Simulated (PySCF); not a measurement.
# Working out the ionisation energy of V⁺

V⁺ [Ar] 3d4 (5D) → V²⁺ [Ar] 3d3 (4F). Calculation: PySCF 2.14, in aug-cc-pVDZ (7s6p4d2f, 59 functions); the non-relativistic Hamiltonian (point nucleus). Frozen: [Ar]. Energies in hartree (1 hartree = 27.21139 eV):

| part | V⁺ (lower) | V²⁺ (upper) |
| --- | --- | --- |
| UHF | -942.672944 | -942.183686 |
| MP2 opposite-spin | 0.000000 | 0.000000 |
| MP2 same-spin | -0.037928 | -0.012772 |

**Question.** What does Hartree-Fock give?

**Answer.** (-942.183686) − (-942.672944) = 0.489258 hartree = 13.313 eV.

**Question.** What do MP2 and SCS-MP2 (6/5 opposite-spin, 1/3 same-spin) give?

**Answer.** The opposite-spin parts differ by 0.000 eV and the same-spin parts by 0.685 eV. MP2: 13.313 + (0.000) + (0.685) = 13.998 eV. SCS-MP2: 13.313 + 1.2 × (0.000) + (0.685)/3 = 13.541 eV.

Reference: 14.634 ± 0.007 eV (measured; NIST Atomic Spectra Database, ionization energies), between the lowest levels; spin-orbit coupling is absent from the calculation.

The calculation is non-relativistic.

A double-zeta basis recovers only part of the correlation energy.

What remains against the reference includes basis incompleteness, the frozen core and correlation beyond second order.
